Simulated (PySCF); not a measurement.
CH₃Zn, SMILES [CH3][Zn+], charge +1. Atoms are numbered in the order given.

```xyz
5

Zn     0.0000     0.0000    -0.4737
C      0.0000     0.0000     1.4898
H     -0.9136     0.5275     1.7577
H      0.9136     0.5275     1.7577
H      0.0000    -1.0549     1.7577
```
Charge +1, spin multiplicity 1.

Geometry: r2SCAN-D4/def2-TZVP. The multiplicity is an assumed one; other spin states were not compared. The isomer is the one that the SMILES or the coordinates give; other isomers of the formula were not compared.

These are HF/pcSseg-2 in PySCF values and carry that method's errors.

GIAO shieldings, no solvent; atoms alike by connectivity are averaged. δ = σ(ref) − σ: ¹³C against TMS (σ = 193.3 ppm); ¹H against TMS (σ = 31.98 ppm), references at their B3LYP-D3(BJ)/def2-TZVP geometries, non-relativistic.

```
nucleus       atoms  count  δ (ppm)
-------  ----------  -----  -------
¹³C              C2      1     13.4
¹H       H3, H4, H5      3     2.62
```
